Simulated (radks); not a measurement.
Results of a calculation; reference values are marked as such.
Question: The chlorine ion Cl8+ is in [He] 2s2 2p(1/2: 2, 3/2: 3). Code: a radial shooting solver on a logarithmic mesh with Libxc functionals. Model: Dirac Kohn-Sham, relativistic LDA (MacDonald-Vosko exchange, VWN5 correlation), spin-unpolarised, spherical densities, finite nucleus; Fermi nuclear charge, rms radius of each element as measured or else 0.836 A^(1/3) + 0.57 fm. Sub-shells are occupied by j as written (lower j first in brackets). One electron is removed from 2p3/2, 1s1/2, 2p1/2, 2s1/2 in turn, with full relaxation. Which removal costs least, and what does each cost?

Answer: 2p3/2 404.67 eV; 2p1/2 406.67 eV; 2s1/2 458.87 eV; 1s1/2 3055.9 eV. The 2p3/2 electron leaves first.
